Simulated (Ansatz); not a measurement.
`[CH3][AlH][O][SiH2][SiH3]` and `[CH3][AlH][O][SiH2][GaH2]` differ in one atom or group.

Ansatz, PBE0-D4/def2-TZVP geometries, multiplicity 1. Each molecule was computed in one conformer, which needn't be the lowest.

Scalar relativity is left out up to krypton.

| property | `[CH3][AlH][O][SiH2][SiH3]` |
| --- | --- |
| HOMO energy (PBE/def2-TZVPP) / eV | -6.40 |
| HOMO–LUMO gap (PBE/def2-TZVPP) / eV | 4.84 |
| HOMO–LUMO gap (ωB97M-V/def2-TZVPP) / eV | 10.47 |
| HOMO energy (ωB97M-V/def2-TZVPP) / eV | -9.70 |
| size of the dipole moment (PBE/def2-TZVPP) / D | 1.03 |
| LUMO energy (PBE/def2-TZVPP) / eV | -1.56 |

(1) Give the same properties after the change, and the shifts. (An estimate is asked.)

## Answers

(1) The calculation gave: 
```csv
property,`[CH3][AlH][O][SiH2][GaH2]`,shift
HOMO energy (PBE/def2-TZVPP) / eV,-6.01,0.39
HOMO–LUMO gap (PBE/def2-TZVPP) / eV,3.22,-1.62
HOMO–LUMO gap (ωB97M-V/def2-TZVPP) / eV,8.85,-1.62
HOMO energy (ωB97M-V/def2-TZVPP) / eV,-9.13,0.57
size of the dipole moment (PBE/def2-TZVPP) / D,1.19,0.16
LUMO energy (PBE/def2-TZVPP) / eV,-2.79,-1.23
```

With PBE0 the HOMO rises by 0.51 eV and the LUMO falls by 1.22 eV, so the gap narrows by about 1.73 eV. PBE moves the HOMO by 0.39 eV and ωB97M-V by 0.57 eV. Dipoles are sizes alone; their direction can turn.
